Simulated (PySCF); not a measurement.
BCl, charge -1, doublet, geometry from GFN2-xTB (the spin is typed, not shown lowest) (in this run its highest filled SCF level lies above zero, so its values depend strongly on the basis, on diffuse functions most of all). Base run: BLYP/def2-SV(P) (PySCF).

PySCF was given this input:
```python
from pyscf import gto, scf, dft

mol = gto.Mole()
mol.atom = '''
    B    -0.000000   -0.000000   -1.579667
    Cl    0.000000    0.000000    0.464608
'''
mol.basis = 'def2-sv(p)'
mol.charge = -1
mol.spin = 1
mol.verbose = 4
mol.build()

mf = dft.UKS(mol)
mf.xc = 'blyp'
mf.kernel()
mf.analyze()
```

Variants of this job, named by their change:

```csv
change,ΔE vs base (mEh),fitting functions
base,0.000,-
auxbasis = def2-tzvp-ri,-29.375,189
auxbasis = even-tempered beta=2.0,-0.036,285
auxbasis = cc-pvtz-ri,-14.113,203
auxbasis = cc-pvqz-jkfit,-0.066,254
auxbasis = def2-svp-ri,-849.9,110
auxbasis = cc-pvdz-jkfit,-0.104,182
auxbasis = cc-pvtz-jkfit,-0.078,200
auxbasis = autoaux,-0.033,263
auxbasis = even-tempered beta=1.6,-0.004,416
```

A fitting set is made for a task (jfit for Coulomb, jkfit for Coulomb and exchange, ri for correlation) and for a family of orbital bases.

Open shells are given as the SCF converged; they aren't shown to be the lowest states, and a large step between rows can be another state.
